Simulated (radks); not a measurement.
Fractional charge and spin in the 3d shell of titanium: the spin-up occupation runs from 0 to 1 and the spin-down occupation from 0 to 1; the fullest corner is Ti+, [Ar] 4s(up 0.5, down 0.5) 3d(up 1, down 1). All-electron calculation, scalar-relativistic Kohn-Sham, PBE, spin-polarised, spherical densities, point nucleus. Program: a radial shooting solver on a logarithmic mesh with Libxc functionals. Energy (eV) above the fullest corner. The planes named below are the two flat planes that join the four corners, with an edge along up + down = one added electron.

down \ up,0,0.5,1
0,50.540,32.072,17.568
0.5,32.072,17.810,7.168
1,17.568,7.168,0.000

Corners above the fullest one (they belong to Ti2+ and the next ion): (up 1, down 0) 17.568 eV, (up 0, down 1) 17.568 eV, (up 0, down 0) 50.540 eV. With half an added electron in each spin the energy lies 0.243 eV from the planes, and with half an added electron in spin up alone -1.981 eV. The planes are only a guide here: the flat-plane condition holds for ground states with one frontier orbital, while this shell lies below other occupied shells, so the corners above the fullest one are inner-hole states and not the ground states of those ions.
